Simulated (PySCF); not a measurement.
A GIAO shielding run with PySCF 2.14 (density fitting, non-relativistic, gas phase) on SMILES C[SiH2]N[SiH2]C#N, C2H8N2Si2:

```
$ OMP_NUM_THREADS=1 python probes_run.py task.json out

{"job": {"kind": "nmr", "xc": "PBE0", "basis": "pcSseg-1"}, "charge": 0, "multiplicity": 1}
C      2.536111    -0.050822     0.238141
Si     0.901613    -0.950653     0.552148
N     -0.371605     0.193815     0.246821
Si    -2.071731    -0.047735     0.393889
C     -2.796163     1.615861    -0.054937
N     -3.239490     2.634113    -0.334763
H      2.613093     0.294160    -0.789159
H      3.376415    -0.711744     0.424118
H      2.648710     0.813209     0.887194
H      0.785970    -1.399150     1.944148
H      0.736171    -2.097822    -0.349184
H     -0.077304     1.089991    -0.107052
H     -2.589470    -1.026298    -0.565857
H     -2.453000    -0.357398     1.772352
```

Hardware: 1 thread of an Arm Neoverse N1, shared host. The job also computes population analyses, field gradients.

Task: How large is the calculation?

Result: 62 electrons, 156 basis functions and 848 auxiliary functions.

Task: How long does it take, and how much memory does it need?

Result: 33 s of wall time, with 14 SCF cycles and 5 response iterations; peak memory 0.72 GiB. Times on a shared host scatter by some tens of per cent.
